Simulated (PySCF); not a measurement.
Correlation energy of Ar+ (argon, charge +1)

[Ne] 3s1 3p5 3d1, one real determinant (an excited configuration). All numbers are calculated (PySCF 2.14, no relativity, point nucleus, in aug-cc-pV(T+d)Z). Frozen: [Ne]; 7 electrons correlated.

| level | correlation energy (mhartree) |
| --- | --- |
| CCSD | -267.90 |
| (T) | -30.01 |
| CCSD(T) | -297.91 |

Diagnostics: T1 = 0.11, D1 = 0.4068, largest double amplitude 0.276.

The real determinant used has ⟨L²⟩ near 8 against 12 for a pure F term, so it mixes terms. The outer electron is Rydberg-like, and this basis confines it to a smaller radius and binds it less than a complete one would. T1 exceeds 0.03, a sign that the reference determinant is poor. A double-excitation amplitude exceeds 0.15, a sign of near-degeneracy.

Cost of the coupled-cluster step: roughly 9 core-seconds, for 7 correlated electrons.

The reference is one real determinant that mixes LS terms of this configuration.
